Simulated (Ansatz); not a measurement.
Geometry optimisation, Ansatz 0.2.0, RKS PBE0-D4/def2-SVP.

Input:

```yaml
crystal:
  periodic: [false, false, false]
  atoms:
    - { symbol: Zr, position_ang: [-0.0985, 0.09951, -0.102073] }
    - { symbol: O, position_ang: [-0.197301, -0.113994, 1.8929] }
    - { symbol: H, position_ang: [-0.620699, 0.372542, 2.606974] }
    - { symbol: Cl, position_ang: [2.050182, 0.585196, -0.875282] }
    - { symbol: Cl, position_ang: [-1.389276, 1.977277, -0.573934] }
    - { symbol: Cl, position_ang: [-1.125621, -1.682029, -1.21601] }
    - { symbol: S, position_ang: [1.73592, -2.803595, 1.383969] }
    - { symbol: H, position_ang: [0.661541, -3.600491, 1.200641] }
    - { symbol: H, position_ang: [1.022955, -1.935017, 2.184716] }
basis:
  gaussian: { orbitals: def2-SVP }
hamiltonian:
  xc: pbe0
  dispersion: d4
relax:
  f_tol: 0.03
  max_steps: 50
```

Launched with:

```bash
$ ansatz run input.yaml --threads 4 --pin off --max-ram 5120MiB --backend cpu --events-out ev --progress --plain --runs-dir out
```

Where does it end, and by what steps?

The run converged. The force dipped under the threshold on the way, but the program's further checks kept it going. After 18 steps the energy has fallen by 0.377 eV; H9 moved furthest, 1.02 Å. Joined: Zr1–S7 (3.74 → 2.92 Å).

```tsv
step	energy less start (eV)	largest force component (eV/Å)	accepted
0	0.0000	1.908	yes
1	-0.1483	0.438	yes
2	-0.2401	0.521	yes
3	-0.2562	0.979	yes
4	-0.3259	0.146	yes
5	-0.3276	0.275	yes
6	-0.3332	0.270	yes
7	-0.3465	0.182	yes
8	-0.3498	0.081	yes
9	-0.3394	0.837	no
10	-0.3562	0.056	yes
11	-0.3611	0.238	yes
12	-0.3629	0.498	yes
13	-0.3716	0.436	yes
14	-0.1405	3.736	no
15	-0.3763	0.074	yes
16	-0.3771	0.011	yes
17	-0.3768	0.073	no
18	-0.3772	0.012	yes
```

```xyz
9
Properties=species:S:1:pos:R:3
Zr -0.063 -0.101 0.044
O -0.526 -0.018 1.881
H -0.934 0.346 2.668
Cl 2.204 0.446 -0.395
Cl -1.123 1.823 -0.790
Cl -1.228 -1.776 -1.168
S 1.344 -2.546 0.815
H 0.374 -3.162 1.527
H 1.990 -2.112 1.920
```

Whether the end is a true minimum wasn't checked by a vibrational analysis.

Run time: 67 s on 4 threads of Arm Neoverse V1, on a shared host, peak memory 0.39 GiB.
